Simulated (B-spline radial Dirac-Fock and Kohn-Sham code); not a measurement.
# Ionisation of each subshell: In⁸⁺

System: the In⁸⁺ ion, configuration [Kr] 4d5; nuclear rms radius 4.6156 fm (A = 115).

These are calculated numbers from a B-spline atomic structure program; the model is ΔSCF Dirac-Fock with Breit, self-energy and vacuum polarisation, finite nucleus, configuration average. Electron correlation is not included. Energies are counted from the vacuum level.

All terms are in eV, carry their sign (relaxation lowers the binding energy) and add up to the binding energy; ⟨r⟩ is the mean radius of the orbital in the initial state.

```
  subshell  −ε (Koopmans)  relaxation   Breit  self-energy  vacuum polarisation  binding energy  ⟨r⟩ (bohr)
    K (1s)        28247.6      -58.29  -59.73       -34.71                 4.51         28099.4       0.030
   L1 (2s)         4442.9      -28.32   -5.48        -4.21                 0.51          4405.4       0.128
L2 (2p1/2)         4140.7      -31.63   -9.25         0.32                -0.02          4100.1       0.109
L3 (2p3/2)         3928.9      -30.53   -6.11        -0.08                -0.03          3892.1       0.114
   M1 (3s)          997.1       -9.25   -0.78        -0.84                 0.10           986.3       0.346
M2 (3p1/2)          874.0       -9.67   -1.39         0.06                 0.00           863.0       0.338
M3 (3p3/2)          834.5       -9.26   -0.81        -0.01                -0.01           824.4       0.348
M4 (3d3/2)          619.0      -10.70   -0.41         0.08                -0.01           608.0       0.321
M5 (3d5/2)          611.1      -10.51   -0.17         0.06                -0.01           600.4       0.324
   N1 (4s)          276.1       -1.61   -0.14        -0.17                 0.02           274.2       0.823
N2 (4p1/2)          231.1       -1.50   -0.24         0.01                 0.00           229.4       0.861
N3 (4p3/2)          223.5       -1.40   -0.13         0.00                 0.00           221.9       0.883
 N4,5 (4d)          155.0       -1.07   -0.01         0.01                 0.00           154.0       0.993
```

For the deepest level, K (1s), the Breit terms make up -0.213 % of the binding energy, QED -0.107 % and orbital relaxation -0.207 %.

Going to the tabulated ground configuration of the next ion removes an electron from N4,5 (4d), computed at 154.0 eV. NIST lists 156 ± 2.2 eV as the ionisation energy of this species (theoretical), +2.03 eV from the computed value, within the stated uncertainty.
